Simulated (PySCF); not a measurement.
**UHF on I³⁺ (iodine, charge +3)**

Configuration: [Kr] 4d10 5s2 5p2, high-spin 3P determinant. Computed with PySCF 2.14 in aug-cc-pVDZ-PP with ECP28MDF (5s4p3d, 32 functions), with a scalar-relativistic core potential.

- Total energy: -292.558436 hartree
- One-electron energy: -485.3645 hartree
- Hartree (Coulomb) energy: 212.9756 hartree
- Exchange energy: -20.1696 hartree
- ⟨S²⟩: 2.0066
- ⟨L²⟩: 2.019
- Sum of ⟨r⟩: 23.68 bohr
- Sum of ⟨r²⟩: 33.45 bohr²
- Traceless quadrupole moment −½Σ⟨3z² − r²⟩ along its main axis: 2.05 e·bohr²

```
shell  electrons  mean orbital energy (hartree)  spread (hartree)  rms radius, mean of both spins (bohr)
 4s α          1                       -8.93733                 0                                  0.795
 4s β          1                       -8.91509                 0                                  0.795
 4p α          3                       -6.75883           0.00673                                  0.853
 4p β          3                       -6.73651           0.03325                                  0.853
 4d α          5                       -3.48137           0.02090                                  0.991
 4d β          5                       -3.46376           0.03568                                  0.991
 5s α          1                       -1.98415                 0                                   1.97
 5s β          1                       -1.77833                 0                                   1.97
 5p α          2                       -1.46291                 0                                   2.26
```

Energies and moments cover only the electrons outside the core potential.
